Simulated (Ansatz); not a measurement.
Diatomic MgC-, multiplicity 4 (lowest of 2S+1 = 2, 4 at CCSD(T)/def2-TZVPP on PBE0 minima; our sources give no spin for the ground state, which may be another).

The constants come from a fifth-degree fit in 1/R (seven points, main isotopes). Runs in def2 and cc sets follow the lowest solution found near the PBE0 minimum.

Correlated levels freeze the inner cores; with def2 sets outer-core shells near the valence are correlated too.

Codes used: Ansatz (a quantum-chemistry and plane-wave program). Each number belongs to the level named beside it.

Energies at B2PLYP/def2-TZVPP:

```json
[
 {"R (Å)": "2.047327", "E (hartree)": "-237.91811096"},
 {"R (Å)": "2.102362", "E (hartree)": "-237.91999719"},
 {"R (Å)": "2.152995", "E (hartree)": "-237.92092675"},
 {"R (Å)": "2.210232", "E (hartree)": "-237.92124271"},
 {"R (Å)": "2.267469", "E (hartree)": "-237.92094925"},
 {"R (Å)": "2.333512", "E (hartree)": "-237.92004022"},
 {"R (Å)": "2.410562", "E (hartree)": "-237.91842744"}
]
```

Question: With a reduced mass of 7.9983 u, find the minimum, the force constant and the constants.

Answer: A fifth-degree polynomial in 1/R puts the minimum at r_e = 2.2088 Å with force constant 81.2 N/m. Then ω_e = (1/2πc)√(k/μ) = 415 cm⁻¹ and B_e = h/(8π²cμr_e²) = 0.4320 cm⁻¹; the cubic and quartic terms give α_e = 0.0064 and ω_e x_e = 4.7 cm⁻¹.
